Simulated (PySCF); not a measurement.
CH₆Cl₂OSi₂, SMILES C[Si](Cl)(Cl)[SiH2]O.

Coordinates come from a PBE0-D3(BJ)/def2-SVP optimisation. The structure was generated by enumeration, and PubChem lists no compound with its InChIKey, so it may never have been made. The values are those of a single conformer.

Level of theory: TDDFT-PBE/def2-SVPD run with PySCF.

Vertical excitations. The molecule is in vacuum.

| state | energy (eV) | λ (nm) | f | main pairs |
|---|---|---|---|---|
| S1 | 5.29 | 234 | 0.014 | HOMO→LUMO 98 % |
| S2 | 5.77 | 215 | 0.020 | HOMO→LUMO+1 96 % |
| S3 | 6.19 | 200 | 0.005 | HOMO−1→LUMO 98 % |
| S4 | 6.32 | 196 | 0.047 | HOMO→LUMO+2 87 % |
| S5 | 6.34 | 196 | 0.012 | HOMO−2→LUMO 93 % |
| S6 | 6.59 | 188 | 0.020 | HOMO−3→LUMO 83 % |
| S7 | 6.63 | 187 | 0.004 | HOMO−4→LUMO 62 %, HOMO−1→LUMO+1 26 % |
| S8 | 6.65 | 186 | 0.006 | HOMO−1→LUMO+1 64 %, HOMO−4→LUMO 19 %, HOMO→LUMO+3 10 % |
| S9 | 6.88 | 180 | 0.101 | HOMO→LUMO+3 49 %, HOMO−2→LUMO+1 20 % |
| S10 | 6.92 | 179 | 0.045 | HOMO−2→LUMO+1 51 %, HOMO→LUMO+3 19 %, HOMO→LUMO+4 12 % |
| T1 | 4.77 | 260 | 0 | HOMO→LUMO 99 % |
| T2 | 5.21 | 238 | 0 | HOMO→LUMO+1 98 % |
| T3 | 5.96 | 208 | 0 | HOMO−1→LUMO 97 % |
| T4 | 6.04 | 205 | 0 | HOMO→LUMO+2 90 % |
Triplets are in the Tamm–Dancoff approximation, which puts them higher than full response would, so one can lie above its singlet here.
